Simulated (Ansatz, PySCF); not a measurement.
C$_{3}$H$_{7}$O$_{3}$, charge +1, singlet, at a GFN2-xTB geometry, atoms displaced at random by about 0.03 Å a coordinate. Base run: PBE0/6-31G, gradient in PySCF.

Input for PySCF:
```python
from pyscf import gto, scf, dft

mol = gto.M(
    atom='''
C     2.325033    0.155175    0.056754
O     1.138173   -0.609855    0.141625
C    -0.055720   -0.031270    0.078454
O    -0.212037    1.266883   -0.216335
O    -0.936060   -0.837423    0.095954
C    -2.377771   -0.354608   -0.112575
H     2.294108    0.982558    0.875090
H     3.173444   -0.533142    0.262054
H     2.481563    0.681071   -0.878458
H     0.561471    1.849350   -0.281547
H    -2.606109    0.398393    0.708107
H    -2.457062    0.079505   -1.070604
H    -3.015807   -1.244222    0.054503
''',
    basis='6-31g',
    charge=1,
    spin=0,
    verbose=4,
)

mf = dft.RKS(mol)
mf.xc = 'pbe0'
mf.kernel()
g = mf.nuc_grad_method()
grad = g.kernel()
```

Programs used: Ansatz (a first-principles code), PySCF; a row that names a program was run with it.

The coordinate followed is z of atom 4.

Each row names what was changed in the base input (with any setting that the change needs).

| change | dE/dx (Eh/bohr) | net force (Eh/bohr) |
|---|---|---|
| base | -0.011305 | 0.000036 |
| finite difference step (bohr) = 0.05; conv_tol = 1e-11 | -0.011292 | - |
| grids.level = 5; grid_response = off | -0.011308 | 0.000002 |
| grid_response = on | -0.011290 | 0.000000 |
| conv_tol = 1e-11 | -0.011305 | 0.000036 |
| grids.level = 0; grid_response = off | -0.010322 | 0.004084 |
| conv_tol = 1e-4 | -0.011325 | 0.000036 |
| finite difference step (bohr) = 1e-5; conv_tol = 1e-11 | -0.011290 | - |
| grids.level = 1; grid_response = on | -0.011293 | 0.000000 |
| finite difference step (bohr) = 0.2; conv_tol = 1e-11 | -0.011325 | - |
| code = ansatz | -0.011307 | 0.000000 |
| density fitting = on; auxbasis_response = off | -0.011615 | 0.003777 |

The net force is zero for an exact gradient.
